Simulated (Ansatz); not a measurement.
```yaml
crystal:
  periodic: [false, false, false]
  atoms:
    - {symbol: Hg, position_ang: [0.007520, 0.006894, -0.075617]}
    - {symbol: I, position_ang: [-0.296325, -0.140137, 2.293699]}
    - {symbol: I, position_ang: [0.099574, 0.467399, -2.626520]}
basis:
  gaussian: {orbitals: def2-TZVPD}
total_charge: -1
magnetization: {spin_polarized: true, initial_magnetization: 1}
hamiltonian: {xc: {name: CAM-B3LYP}}
scf: {lower_state_search: full}
```

```sh
$ ansatz run in.yaml --threads 2 --pin off --events-out ev --progress --plain --max-ram 4352MiB
```

Output, abridged:

```
Functional definition: CAM-B3LYP
1307 factors; their error is unknown
309 factors; integrals over basis functions are off by at most 3.8e-4 eV
mean field evaluation 1: about -20378.8276 eV, gradient 1.7e1 eV
mean field evaluation 2: about -20378.5169 eV, gradient 2.3e1 eV
mean field evaluation 4: about -20380.2976 eV, gradient 5.3e-1 eV
mean field evaluation 8: about -20380.3054 eV, gradient 7.2e-2 eV
mean field evaluation 16: about -20380.6862 eV, gradient 1.0e-3 eV
mean field evaluation 32: about -20380.0025 eV, gradient 3.8e0 eV
mean field evaluation 64: about -20380.6862 eV, gradient 2.5e-4 eV
mean field evaluation 96: about -20380.2401 eV, gradient 2.8e0 eV
mean field evaluation 128: about -20380.6857 eV, gradient 1.2e-1 eV
mean field -20380.68621620 eV, -748.9764039202 hartree, gradient 1.4e-5 eV, S^2 0.754884; 9 other end points of the search recorded, 0 dependent functions left out
reference -20380.68633017 eV, -748.9764081083 hartree; 36, 35 occupied and 128, 129 virtual orbitals, 1307 factors
Total energy: -20380.68633017 eV, -748.9764081083 hartree
```

Hardware: 2 threads of Intel Xeon Platinum 8259CL on a shared host. Wall time 43 s, peak host memory 0.81 GiB.

In the def2 sets Hg, I take a core potential; there is no spin–orbit coupling.
